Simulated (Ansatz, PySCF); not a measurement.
Process, species as SMILES: CCB(N)CC + 5 [H][H] (H2) → B (BH3) + 4 C (CH4) + N (NH3)
Geometries: B3LYP-D3(BJ)/def2-TZVP minima from Ansatz (a program for electronic structure), one conformer each, not searched for the lowest. Frequencies are from Ansatz or PySCF.
Geometry of the first species:
SMILES: C(B(N)CC)C
```xyz
18

C     -1.4909    -1.4864     0.5435
C     -1.5372    -0.1432    -0.1989
B     -0.1525     0.6164    -0.3154
N     -0.1036     1.9903    -0.0459
C      1.1878    -0.1274    -0.7246
C      1.9891    -0.5975     0.5050
H     -0.7709    -2.1686     0.0869
H     -1.1964    -1.3537     1.5871
H     -2.4627    -1.9846     0.5385
H     -2.3045     0.4971     0.2510
H     -1.8789    -0.3295    -1.2267
H      0.7322     2.5440    -0.1414
H     -0.9031     2.5211     0.2586
H      0.9699    -0.9945    -1.3559
H      1.8240     0.5332    -1.3245
H      2.2654     0.2463     1.1413
H      1.4100    -1.2896     1.1191
H      2.9098    -1.1081     0.2141
```
Charge 0, spin multiplicity 1.

Wanted: energy of full hydrogenation (enthalpy at 298 K, with B3LYP-D3(BJ) rigid-rotor harmonic-oscillator terms), in kcal/mol. Cores are frozen in the correlated levels unless marked. Spin-orbit coupling is left out. Non-relativistic. CBS marks a two-point X^-3 extrapolation of the correlation energy; Hartree-Fock from the larger set.

CCSD(T)/CBS(cc-pVTZ,cc-pVQZ) (Ansatz) gives -3.8 kcal/mol.

### Question
Another calculation gave -4.2 kcal/mol. Which level was it?
(A) BLYP/def2-TZVPD (Ansatz)
(B) SVWN5/def2-TZVPD (Ansatz)
(C) B2GP-PLYP/def2-TZVPD (Ansatz)
(D) r2SCANh/def2-TZVPD (Ansatz)

### Answer
D, r2SCANh/def2-TZVPD (Ansatz). The others give -7.4 (B2GP-PLYP), 8.0 (SVWN5), -13.1 (BLYP) kcal/mol.
